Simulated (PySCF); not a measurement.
# Electric field gradients and quadrupole coupling constants

Compound: C2H14NPSi4.
Structure used (GFN2-xTB), in Å, numbered top down from 1:
```
atom  x, y, z in Å
C1     2.3654   -1.7014    0.4602
N2     1.2503   -0.8236    0.2637
C3    -0.0823   -1.3783    0.3669
Si4   -1.0746    0.2441   -0.0172
Si5   -2.5731   -0.1238   -1.7690
Si6   -1.9132    1.1259    1.9839
Si7    1.1925    0.6971   -0.5440
P8     2.7186    2.0674    0.3713
H9     3.2832   -1.1148    0.4469
H10    2.4264   -2.4669   -0.3247
H11    2.2833   -2.2091    1.4270
H12   -0.2352   -1.8233    1.3564
H13   -0.2392   -2.1775   -0.3715
H14   -3.5448   -1.1834   -1.4831
H15   -1.9521   -0.4749   -3.0488
H16   -3.3535    1.0943   -1.9963
H17   -2.9005    0.2584    2.6353
H18   -0.8943    1.4108    2.9982
H19   -2.5977    2.3925    1.7070
H20    1.6123    0.6708   -1.9736
H21    2.2328    3.1737   -0.2970
H22    1.9855    2.3612    1.5055
```

Field gradients from the PBE0/pcSseg-1 density (PySCF, non-relativistic), principal values in atomic units, ordered |Vxx| ≤ |Vyy| ≤ |Vzz|:

```csv
atom,Vxx,Vyy,Vzz
N2,0.3243,0.7499,-1.0742
```

Problem. Find the asymmetry η = (Vxx − Vyy)/Vzz and the couplings χ = eQV/h (234.96 MHz × Q in barn × V in au), with Q(14N) = 0.02044 b.

Solution. 
```tsv
atom	environment	nucleus	η	χzz (MHz)	χxx (MHz)	χyy (MHz)
N2	silicon-bound nitrogen	14N	0.40	-5.16	1.56	3.60
```

The tensor is traceless: Vxx + Vyy + Vzz = 0.

Problem. What is Vzz at N2 in SI units (1 au = 9.71736 × 10²¹ V/m²)?

Solution. -1.0742 au = -10.439 × 10²¹ V/m².

Problem. And the gradient at the other heavy atoms, for which no coupling is worked out here?

Solution. 
| atom | environment | Vzz (au) | η |
| --- | --- | --- | --- |
| C1 | N-methyl carbon | 0.216 | 0.09 |
| C3 | sp3 carbon bound to nitrogen | 0.221 | 0.09 |
| Si4 | four-coordinate silicon | 0.226 | 0.49 |
| Si5 | SiH3 silicon | 0.089 | 0.17 |
| Si6 | SiH3 silicon | 0.108 | 0.14 |
| Si7 | SiH silicon | -0.301 | 0.96 |
| P8 | three-coordinate phosphorus | -0.859 | 0.52 |

Problem. What couplings would deuterons (Q(2H) = 0.00286 b) have in place of the hydrogens, at this geometry?

Solution. 
| atom | bonded to | bond length (Å) | Vzz (au) | η | χzz (kHz) |
| --- | --- | --- | --- | --- | --- |
| H9 | C1 | 1.089 | 0.3055 | 0.07 | 205 |
| H10 | C1 | 1.098 | 0.2926 | 0.05 | 197 |
| H11 | C1 | 1.095 | 0.2979 | 0.05 | 200 |
| H12 | C3 | 1.096 | 0.3014 | 0.05 | 203 |
| H13 | C3 | 1.099 | 0.2943 | 0.05 | 198 |
| H14 | Si5 | 1.466 | 0.1636 | 0.00 | 110 |
| H15 | Si5 | 1.465 | 0.1638 | 0.00 | 110 |
| H16 | Si5 | 1.464 | 0.1644 | 0.00 | 110 |
| H17 | Si6 | 1.467 | 0.1627 | 0.00 | 109 |
| H18 | Si6 | 1.466 | 0.1636 | 0.00 | 110 |
| H19 | Si6 | 1.466 | 0.1630 | 0.00 | 110 |
| H20 | Si7 | 1.490 | 0.1424 | 0.01 | 96 |
| H21 | P8 | 1.381 | 0.2186 | 0.07 | 147 |
| H22 | P8 | 1.382 | 0.2163 | 0.06 | 145 |

Geometry: GFN2-xTB, one conformer, isolated molecule. GFN2-xTB bond lengths can be off by several hundredths of an ångström, more for odd bonds, and the gradients follow them. A larger basis could move these couplings by a tenth or more.

The run behind these numbers computed NMR shieldings as well. Hardware: an Arm Neoverse V1 with one thread, no GPU, shared host with 32 logical CPUs at a one-minute load of 27. Cost: 68 s wall, 1.1 GiB resident at most.
